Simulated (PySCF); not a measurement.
SMILES C[Se]OC (C2H6OSe), singlet, CAM-B3LYP/def2-SVP optimised geometry.

```
10

Se    -0.94    -1.22     0.00
C      1.00    -1.22     0.00
H      1.31    -2.26    -0.11
H      1.40    -0.82     0.94
H      1.37    -0.63    -0.85
O     -1.18     0.57     0.00
C     -1.21     1.20     1.26
H     -0.24     1.11     1.80
H     -1.40     2.26     1.09
H     -2.00     0.79     1.91
```

Density from PySCF with CAM-B3LYP/def2-TZVP at that geometry.

Minimum of the electron density along straight lines between bonded atoms, close to the bond critical point (lines longer than 1.1 times the sum of covalent radii, or with two minima, are not listed):

| bond | length / Å | ρ at the minimum / e bohr⁻³ | ∇²ρ there / e bohr⁻⁵ | position (fraction from the first atom) |
|---|---|---|---|---|
| Se1–C2 | 1.937 | 0.156 | ? | 0.52 |
| C2–H3 | 1.100 | 0.272 | -0.92 | 0.65 |
| C2–H4 | 1.097 | 0.276 | -0.94 | 0.65 |
| C2–H5 | 1.097 | 0.276 | -0.95 | 0.65 |
| Se1–O6 | 1.808 | 0.160 | 0.17 | 0.47 |
| O6–C7 | 1.408 | 0.265 | ? | 0.64 |
| C7–H8 | 1.105 | 0.277 | -0.96 | 0.65 |
| C7–H9 | 1.101 | 0.280 | -0.98 | 0.65 |
| C7–H10 | 1.104 | 0.278 | -0.97 | 0.65 |

Complete the blanks.


- Se1–C2, ∇²ρ there / e bohr⁻⁵: -0.19
- O6–C7, ∇²ρ there / e bohr⁻⁵: -0.61
